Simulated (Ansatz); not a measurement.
Compare A (`[OH][AlH][O]CF`) with its isomer B (`C[O][Al]([OH])[F]`).

Calculated with Ansatz (gas phase, PBE0-D4/def2-TZVP geometries, no zero-point term in ΔE). CCSD(T)/CBS adds triple-zeta CCSD(T) − MP2 to the extrapolated MP2 energy (def2 sets, frozen cores). This one scheme is used for every species. Functionals use def2-TZVPP. B3LYP here is the variant with VWN-RPA as its local correlation; programs differ in this. Each species was taken in one conformer, which may not be the lowest.

A:

Z-matrix (Å, degrees):
```
C
F 1 1.394
O 1 1.353 2 110.9
H 1 1.096 2 106.2 3 120.9
H 1 1.096 2 106.2 3 -120.9
Al 3 1.702 1 135.5 2 -0.1
O 6 1.687 3 123.0 1 -0.1
H 6 1.563 3 116.5 1 180.0
H 7 0.957 6 120.9 3 0.1
```

B:

Z-matrix (Å, degrees):
```
C
O 1 1.400
H 1 1.096 2 112.5
H 1 1.094 2 109.8 3 -120.7
H 1 1.094 2 109.8 3 120.7
Al 2 1.668 1 135.0 3 0.0
F 6 1.642 2 118.5 1 180.0
O 6 1.684 2 120.7 1 -0.0
H 8 0.955 6 123.6 2 -180.0
```

Question: Which isomer does CCSD(T)/CBS put lower? Give the gap. (Best estimate.)

Answer: Computed: B, by 217.6 kJ/mol.

Question: Give E(B) − E(A) in kJ/mol with HF/def2-TZVPP, LDA (SPW92), ωB97M-V, B3LYP-D4, r2SCAN-D4, BLYP-D4, CCSD(T)/def2-SVP. (Estimate.)

Answer: Computed: HF/def2-TZVPP -209.2, LDA (SPW92) -187.2, ωB97M-V -203.8, B3LYP-D4 -207.0, r2SCAN-D4 -206.8, BLYP-D4 -203.2, CCSD(T)/def2-SVP -196.9. None reverses the order clearly.

Question: Does the order hold for the free energy at 298.15 K (harmonic terms from PBE0-D4)? (An estimate is asked.)

Answer: Computed: Yes: G(B) − G(A) = -212.2 kJ/mol, for one conformer each. Modes under 60 cm⁻¹, often nearly free rotors, make the harmonic entropy too high.

Largest T1 diagnostic: 0.013.

At CCSD(T), def2-SVP lies +20.7 kJ/mol from the extrapolated value and def2-TZVPP +5.4 kJ/mol. From PBE to PBE0 (25 % exact exchange), in def2-TZVPP and without D4, E(B) − E(A) moves by −5.6 kJ/mol.
